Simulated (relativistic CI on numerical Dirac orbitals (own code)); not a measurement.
# Crystal-field levels of Au2+, 5d9

Calculated by Dirac-Coulomb-Breit CI, orbitals from a KLI potential per configuration, QED by a radiative potential, valence Slater integrals scaled by 0.7, one configuration in a parametric crystal field (own radial code).

Field parameters in Wybourne normalisation: Td as Oh with Dq negative (B⁴₀ = 21Dq, B⁴₄ = √(5/14) B⁴₀). The field is a parameter set, without covalency.

S is read from ⟨S²⟩ = S(S + 1).

Levels (cm⁻¹, degeneracy): 0 (2), 4455 (4), 19790 (4).

**Question.** Which field gives this pattern?
A. Td, 10Dq = -16200 cm⁻¹
B. Td, 10Dq = -18200 cm⁻¹
C. Td, 10Dq = -10300 cm⁻¹
D. Td, 10Dq = -12250 cm⁻¹

**Answer.** D. Td, 10Dq = -12250 cm⁻¹, ground level with S = 0.50.
